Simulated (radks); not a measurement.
Question: Charge is removed step by step from the 3p3/2 level of Fe+, starting from [Ne] 3s2 3p(1/2: 2, 3/2: 4) 3d6 4s1. Calculated with a radial shooting solver on a logarithmic mesh with Libxc functionals: Dirac Kohn-Sham, LDA (Slater exchange, Perdew-Wang correlation), spin-unpolarised, spherical densities, finite nucleus; open shells fill j = l - 1/2 first; Fermi nuclear charge, rms radius 3.7377 fm. At the starting occupation the eigenvalue is -67.981 eV. Estimate the energy to remove one whole electron from this level, the eigenvalue at the end, and how far E(n) bends from a straight line.

Answer: Delta-SCF 76.658 eV; final eigenvalue -85.815 eV; the deviation from the straight line is -2.233 eV at 0.5 electron removed, the largest on the grid computed. Slater's transition state (half an electron removed) gives 76.539 eV. Integrating minus the eigenvalue over the occupation (Janak's theorem) gives 76.658 eV. The mean slope of the eigenvalue, de/dn, is 17.8 eV per electron.
